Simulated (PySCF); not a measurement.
Species: C5H10OSi.
SMILES with atom numbers: `[CH2:1]=[CH:2][CH2:3][SiH2:4][O:5][CH:6]=[CH2:7]` (hydrogens: H8, H9 on C1; H10 on C2; H11, H12 on C3; H13, H14 on Si4; H15 on C6; H16, H17 on C7)

Cartesian coordinates in Å at the PBE0-D3(BJ)/def2-SVP level; atoms count from 1:
```
atom  x, y, z in Å
C1    -3.0061    0.4676   -0.5568
C2    -1.9789    0.0756    0.2004
C3    -1.5099   -1.3330    0.3642
Si4    0.1481   -1.6277   -0.4604
O5     1.2183   -0.5382    0.2388
C6     2.3466   -0.0320   -0.3029
C7     3.2958    0.5654    0.4168
H8    -3.6185   -0.2530   -1.1091
H9    -3.2729    1.5233   -0.6498
H10   -1.3912    0.8354    0.7298
H11   -1.3859   -1.5888    1.4316
H12   -2.2311   -2.0522   -0.0610
H13    0.6188   -3.0269   -0.2254
H14    0.0936   -1.3649   -1.9318
H15    2.4309   -0.1239   -1.3958
H16    4.1741    0.9781   -0.0800
H17    3.2054    0.6569    1.5013
```

All values: PBE0/pcSseg-1 (PySCF, non-relativistic), on one gas-phase PBE0-D3(BJ)/def2-SVP geometry that isn't relaxed in the solvent. The solvent is an IEF-PCM continuum (van der Waals radii × 1.2). The model holds no explicit solvent molecules, cavitation or dispersion.

```json
{"run": "gas", "E − E(gas) (kJ/mol)": "0.00", "HOMO (eV)": "-6.78", "HOMO–LUMO gap (eV)": "6.77", "dipole (D)": "1.12"}
{"run": "P", "E − E(gas) (kJ/mol)": "-11.30", "HOMO (eV)": "-6.85", "HOMO–LUMO gap (eV)": "6.90", "dipole (D)": "1.41"}
{"run": "Q", "E − E(gas) (kJ/mol)": "-15.87", "HOMO (eV)": "-6.89", "HOMO–LUMO gap (eV)": "6.95", "dipole (D)": "1.55"}
```

The runs were made in chloroform and methanol. Which run belongs to which solvent?

P = chloroform, Q = methanol. The dielectric constants are 4.711 (chloroform), 32.61 (methanol), and the energy falls further as ε rises. In this model the ground state sees the solvent through ε alone.

How constant is the ratio of the lowering to (ε − 1)/(2ε + 1)?

```csv
solvent,(ε − 1)/(2ε + 1),E − E(gas) (kJ/mol),ratio (kJ/mol),polarisation term (kJ/mol)
chloroform,0.356,-11.30,-31.7,-12.10
methanol,0.477,-15.87,-33.2,-17.51
```

The ratio changes by +4.7 % in size from chloroform to methanol. The polarisation term is half the interaction of the solute with the induced surface charges.
